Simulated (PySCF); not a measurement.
## Arsenic: a sound run and one with changed settings

Sound run: As [Ar] 3d10 4s2 4p3, As⁺ [Ar] 3d10 4s2 4p2. Computed with PySCF 2.14 in def2-TZVP, with the non-relativistic Hamiltonian (point nucleus). The sound run starts from symmetry-adapted Hartree-Fock orbitals and uses a fine grid where one is needed.

A second run was set up differently.

```json
{"species": "As", "method": "UHF", "sound run (hartree)": "-2234.19417", "changed run (hartree)": "-2234.19417", "converged": "yes"}
{"species": "As", "method": "BP86", "sound run (hartree)": "-2236.07463", "changed run (hartree)": "-2239.40262", "converged": "yes"}
{"species": "As", "method": "M06-2X", "sound run (hartree)": "-2235.82816", "changed run (hartree)": "-2236.23399", "converged": "yes"}
{"species": "As⁺", "method": "UHF", "sound run (hartree)": "-2233.84690", "changed run (hartree)": "-2233.84690", "converged": "yes"}
{"species": "As⁺", "method": "BP86", "sound run (hartree)": "-2235.70729", "changed run (hartree)": "-2238.60331", "converged": "yes"}
{"species": "As⁺", "method": "M06-2X", "sound run (hartree)": "-2235.46883", "changed run (hartree)": "-2235.84496", "converged": "yes"}
```

Ionisation energy of As:

```csv
method,sound run (eV),changed run (eV)
UHF,9.450,9.450
M06-2X,9.778,10.586
```

(1) What was changed?
A. minimal basis
B. angular grid far too coarse
C. basis contracted for another Hamiltonian
D. all electrons correlated in a valence basis

## Answers

(1) B. It used 6 angular points. A coarse angular grid integrates products of high-l functions wrongly, so density functionals can shift, and the SCF can exploit the error; Hartree-Fock and MP2 need no grid.
